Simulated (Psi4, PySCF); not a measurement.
The Psi4 input:
```
memory 2 GB

molecule mol {
-1 2
Al    0.193542    0.302256    0.295665
C     1.057327    1.732023    1.560424
H     1.754247    1.283163    2.274487
H     0.307600    2.271740    2.150350
H     1.620341    2.493936    1.009070
O    -0.947287    1.058264   -0.847771
Si   -1.945844    1.813039   -1.833826
H    -3.343475    1.476479   -1.501501
H    -1.684407    1.408636   -3.229054
H    -1.792100    3.276157   -1.744129
O     0.762443   -1.365840    0.583580
Si    1.321185   -2.825035    0.901178
H     0.220921   -3.711678    1.325537
H     2.325762   -2.789748    1.979645
H     1.955078   -3.401598   -0.299984
}

set {
  basis def2-svp
  reference uks
  scf_type pk
  puream true
  d_convergence 1e-8
  dft_radial_points 99
  dft_spherical_points 590
}

energy('pbe')
print_variables()
```

Convert this to an input for PySCF.

One answer among several that fit: 
```python
from pyscf import gto, scf, dft

mol = gto.M(
    atom='''
Al    0.193542    0.302256    0.295665
C     1.057327    1.732023    1.560424
H     1.754247    1.283163    2.274487
H     0.307600    2.271740    2.150350
H     1.620341    2.493936    1.009070
O    -0.947287    1.058264   -0.847771
Si   -1.945844    1.813039   -1.833826
H    -3.343475    1.476479   -1.501501
H    -1.684407    1.408636   -3.229054
H    -1.792100    3.276157   -1.744129
O     0.762443   -1.365840    0.583580
Si    1.321185   -2.825035    0.901178
H     0.220921   -3.711678    1.325537
H     2.325762   -2.789748    1.979645
H     1.955078   -3.401598   -0.299984
''',
    basis='def2-svp',
    charge=-1,
    spin=1,
    verbose=4,
)

mf = dft.UKS(mol)
mf.xc = 'pbe'
mf.grids.atom_grid = (99, 590)
mf.grids.prune = None
mf.kernel()
```

Both were run: Psi4 gave -1014.449139 Eh and PySCF -1014.449141 Eh, 0.001 mEh apart.
